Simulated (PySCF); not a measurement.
A structure optimised at ωB97X-D3(BJ)/def2-SVP, used in a PySCF frequency run:

```
C
C 1 1.3472
F 2 1.3254 1 127.68
C 1 1.5166 2 107.46 3 180.00
H 4 1.1012 1 113.38 2 -117.24
H 4 1.1012 5 109.39 1 127.63
Cl 1 1.7205 2 127.92 3 0.00
Si 2 1.8741 3 140.39 1 180.00
H 8 1.4884 2 117.43 3 67.13
H 8 1.4884 9 109.74 2 137.52
```

Question: Write its SMILES, formula and point group.

Answer: FC1=C(Cl)C[SiH2]1, C3H4ClFSi, Cs

Question: What are its rotational constants (standard atomic weights)?

Answer: 3.6852, 1.7262, 1.2014 GHz
